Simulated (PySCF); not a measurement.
A survey of 17O NMR shifts

Single conformer, averaged over atoms made equivalent by symmetry, fast rotation or ring inversion, non-relativistic, no solvent. Geometry from GFN2-xTB; σ from GIAO-PBE0/pcSseg-1; PySCF.

Shieldings were converted by a linear fit to measured shifts: 17O: δ = 266.70 − 0.911σ (rms 10.7 ppm, 155 shifts, 12.2 ppm with the 3 outliers that the fit left out vs liquid water, solution or neat liquid). A few per cent of atoms miss by over 2 rms, more outside the fitted compound classes.

Question: Give the 17O shifts of `CO[C@]1(C(=O)Cl)C[C@H](F)C1`, `C=C(C)C[C@H]1OCC(=O)[SiH2]1`, `CO[C@@]1(C)C[C@@]1(F)C(=O)Cl`.

Answer: 
| compound | environment | δ (ppm) |
| --- | --- | --- |
| [CH3:1][O:2][C@:3]1([C:4](=[O:5])[Cl:6])[CH2:7][C@H:8]([F:9])[CH2:10]1 | O5: carbonyl oxygen | 502.3 |
| [CH3:1][O:2][C@:3]1([C:4](=[O:5])[Cl:6])[CH2:7][C@H:8]([F:9])[CH2:10]1 | O2: ether oxygen | 22.2 |
| [CH2:1]=[C:2]([CH3:3])[CH2:4][C@H:5]1[O:6][CH2:7][C:8](=[O:9])[SiH2:10]1 | O9: carbonyl oxygen | 746.4 |
| [CH2:1]=[C:2]([CH3:3])[CH2:4][C@H:5]1[O:6][CH2:7][C:8](=[O:9])[SiH2:10]1 | O6: ether oxygen | -1.6 |
| [CH3:1][O:2][C@@:3]1([CH3:4])[CH2:5][C@@:6]1([F:7])[C:8](=[O:9])[Cl:10] | O9: carbonyl oxygen | 479.8 |
| [CH3:1][O:2][C@@:3]1([CH3:4])[CH2:5][C@@:6]1([F:7])[C:8](=[O:9])[Cl:10] | O2: ether oxygen | 7.4 |

Question: Order these by 17O shift, lowest first.
A. CC(C)S(=O)(=O)Cl
B. C[Si@@H]1NC[SiH2]N1C=O
C. CO[Si@@H](CC#N)[SiH2]N

Answer: C (-37.3 ppm, oxygen bonded to C, Si), A (228.3 ppm, S=O oxygen), B (396.4 ppm, amide-type carbonyl oxygen).
